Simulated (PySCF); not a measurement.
# `C=C(Cl)/C(Cl)=C/C(F)(F)F`, C5H3Cl2F3

Geometry:
| atom | x (Å) | y (Å) | z (Å) |
| --- | --- | --- | --- |
| C1 | -2.589 | -0.199 | 0.776 |
| C2 | -1.589 | 0.023 | -0.083 |
| Cl3 | -1.957 | 0.471 | -1.721 |
| C4 | -0.155 | -0.077 | 0.242 |
| Cl5 | 0.203 | -0.555 | 1.865 |
| C6 | 0.832 | 0.176 | -0.630 |
| C7 | 2.298 | 0.086 | -0.333 |
| F8 | 2.674 | 0.929 | 0.632 |
| F9 | 2.666 | -1.140 | 0.044 |
| F10 | 2.995 | 0.396 | -1.429 |
| H11 | -2.373 | -0.481 | 1.806 |
| H12 | -3.627 | -0.102 | 0.457 |
| H13 | 0.571 | 0.479 | -1.644 |

Level of theory: PySCF 2.14.0, quadratic response CAM-B3LYP/aug-cc-pVDZ first hyperpolarisability, Taylor convention, gas phase. Geometry: PBE0-D3(BJ)/def2-SVP.

Question: What is the first hyperpolarisability, and how does it disperse?

Answer: In 10⁻³⁰ esu, Taylor convention; the vector part is βᵢ = ⅓ Σⱼ (βᵢⱼⱼ + βⱼᵢⱼ + βⱼⱼᵢ); β∥ is 3/5 of the vector part along the dipole, the dipole points from − to +:
| process | λ (nm) | β vector norm | β∥ | β HRS | depolarisation ratio |
| --- | --- | --- | --- | --- | --- |
| static β(0;0,0) | ∞ | 1.07 | -0.62 | 0.43 | 5.90 |
| second harmonic β(−2ω;ω,ω) | 1907 | 1.09 | -0.63 | 0.44 | 5.59 |
| Pockels β(−ω;ω,0) | 1907 | 1.08 | -0.62 | – | – |
| second harmonic β(−2ω;ω,ω) | 1064 | 1.12 | -0.63 | 0.46 | 4.83 |
| Pockels β(−ω;ω,0) | 1064 | 1.09 | -0.63 | – | – |

Question: Which lowest excitations, dipole and polarisabilities go with it?

Answer: S1 5.41 eV (f = 0.463); S2 5.81 eV (f = 0.047); S3 6.10 eV (f = 0.000); dipole 2.71 D; isotropic α 93.3 au static, 93.7 au at 1907 nm, 94.4 au at 1064 nm, 94.7 au at 953.5 nm, 98.3 au at 532 nm.
